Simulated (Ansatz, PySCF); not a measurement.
2-bromobut-1-en-3-yne (C₄H₃Br), SMILES C#CC(=C)Br. Atoms are numbered in the order given.

```xyz
8

C      1.0417     2.6452     0.0000
C      0.2783     1.7015     0.0000
C     -0.5995     0.5852     0.0000
C     -1.9387     0.6485     0.0000
Br     0.2847    -1.1225     0.0000
H      1.7144     3.4822     0.0000
H     -2.4315     1.6236     0.0000
H     -2.5535    -0.2526     0.0000
```

Coordinates come from a B3LYP-D3(BJ)/def2-SVP optimisation.

Two levels are set side by side: PBE-D3(BJ)/def2-SVP (Ansatz, a program for electronic structure) and B3LYP-D3(BJ)/def2-SVP (Ansatz). Each level has its own optimised geometry; the coordinates shown are those of the second. Frequencies come from the Hessian of PySCF at each geometry. Differences are taken from unrounded values.

```tsv
quantity	B3LYP-D3(BJ)
mean bond length (Å)	1.308
bond C1–C2 (Å)	1.214
bond C2–C3 (Å)	1.420
bond C3–C4 (Å)	1.341
bond C3–Br5 (Å)	1.923
bond C1–H6 (Å)	1.074
bond C4–H7 (Å)	1.093
bond C4–H8 (Å)	1.091
highest harmonic wavenumber (cm⁻¹)	3469
mean harmonic wavenumber (cm⁻¹)	1254
zero-point energy (kcal/mol)	32.28
```

Q: What does PBE-D3(BJ) give, and how far is it from B3LYP-D3(BJ)? (The exact figures need the calculation; the answer reports its results.)

A: 
```
quantity                            PBE-D3(BJ)  PBE-D3(BJ) minus B3LYP-D3(BJ)
----------------------------------  ----------  -----------------------------
mean bond length (Å)                     1.314                          0.006
bond C1–C2 (Å)                           1.226                          0.012
bond C2–C3 (Å)                           1.418                         -0.002
bond C3–C4 (Å)                           1.351                          0.011
bond C3–Br5 (Å)                          1.924                          0.001
bond C1–H6 (Å)                           1.081                          0.007
bond C4–H7 (Å)                           1.100                          0.008
bond C4–H8 (Å)                           1.099                          0.008
highest harmonic wavenumber (cm⁻¹)        3406                            -63
mean harmonic wavenumber (cm⁻¹)           1216                            -38
zero-point energy (kcal/mol)             31.29                          -0.98
```

Exact exchange shortens and stiffens bonds; PBE has none. Differences between two approximate levels are no errors against the true value.
